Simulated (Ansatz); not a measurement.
Compare A (`F[SiH2][SiH2]Cl`) with its isomer B (`F[SiH]([SiH3])Cl`).

Gas-phase electronic energies from Ansatz, PBE0-D4/def2-TZVP geometries. CCSD(T)/CBS is the MP2 limit (def2-TZVPP, def2-QZVPP) plus CCSD(T) − MP2 in def2-TZVPP, frozen cores. This one scheme is used for every species. Functionals use def2-TZVPP. B3LYP here is the variant with VWN-RPA as its local correlation; programs differ in this. One conformer a species, not always the lowest.

(1) Which is lower in electronic energy at CCSD(T)/CBS, and by how much? (Estimate.)

(2) Give E(B) − E(A) in kcal/mol with B2PLYP, MP2/def2-TZVPP, B3LYP, r2SCAN-D4, PBE0-D4, CCSD/def2-TZVPP, HF/def2-TZVPP. (Best estimate.)

Largest T1 diagnostic: 0.012.

## Answers

(1) The calculation gave: B, by 4.1 kcal/mol.

(2) The calculation gave: B2PLYP -4.1, MP2/def2-TZVPP -4.2, B3LYP -4.0, r2SCAN-D4 -4.8, PBE0-D4 -4.4, CCSD/def2-TZVPP -4.1, HF/def2-TZVPP -3.1. None reverses the order clearly.

In def2-TZVPP, CCSD(T) changes the Hartree–Fock value by −1.2 kcal/mol (the triples alone add −0.2 kcal/mol) and MP2 by −1.1 kcal/mol.
